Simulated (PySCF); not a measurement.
## Computed properties of C2H5ClFNSi, SMILES C=C[Si](N)(F)Cl

Si(F)(Cl)(vinyl)(NH2) (C2H5ClFNSi), SMILES C=C[Si](N)(F)Cl. The structure is a stationary point at B3LYP-D3(BJ)/def2-SVP. This is a generated structure with no PubChem entry under its InChIKey; it may be hypothetical. Other conformers were not sampled. All values are computed for the isolated molecule unless a solvent is named; none is compared with measurement here.

**Structure.** All 27 harmonic modes at B3LYP-D3(BJ)/def2-SVP (PySCF) are real, so it is a minimum. With heavy atoms numbered as in [CH2:1]=[CH:2][Si:3]([NH2:4])([F:5])[Cl:6], the shortest bond between them is C1–C2 at 1.340 Å and the longest Si3–Cl6 at 2.070 Å.

**Vibrations.** The strongest infrared lines (harmonic, unscaled, degenerate partners summed) lie at 858 cm⁻¹ (170 km/mol, Si 41 %, F 34 %, N 15 %), 834 cm⁻¹ (162 km/mol, H 63 %, Si 18 %, N 16 %), 934 cm⁻¹ (124 km/mol, Si 44 %, N 25 %, F 18 %, H 13 %). The softest mode is at 82 cm⁻¹ and the zero-point energy is 46.2 kcal/mol.

**Electronic structure.** HF/def2-TZVP (PySCF) places the frontier levels at -10.77 and 2.83 eV, a gap of 13.60 eV, and gives a dipole moment of 2.98 D and a mean polarisability of 60.6 bohr³. PBE/def2-TZVP (PySCF) at the same geometry gives -6.71 and -1.94 eV, so its gap is 8.83 eV narrower. An orbital gap is neither the optical nor the fundamental gap.

**Excitations.** TDDFT-ωB97X/def2-SVPD (PySCF) has S1 at 6.89 eV (180 nm, f = 0.032, weak); the most intense of the 10 singlets computed lies at 7.21 eV (f = 0.25). T1 (TDA) is at 4.26 eV. TDDFT-PBE/def2-SVPD (PySCF) puts S1 at 4.83 eV. No vertical singlet excitation falls in the visible range (under 3.1 eV).

**NMR.** GIAO shifts at B3LYP/pcSseg-1 (PySCF) (non-relativistic, atoms alike by connectivity averaged): ¹³C from 141.8 to 150.6 ppm against TMS; ¹H from 1.4 to 6.7 ppm against TMS; ²⁹Si at -16.4 ppm against TMS; ¹⁹F at -121.3 ppm against CFCl3. Without spin–orbit terms, shifts of atoms bonded to Cl or Br come out too high.

**Solvation.** SMD-PBE0/def2-SVP (PySCF) gives -1.9 kcal/mol in water, -4.7 kcal/mol in 1-octanol, -4.8 kcal/mol in diethylether (1 M in both phases, gas-phase geometry).
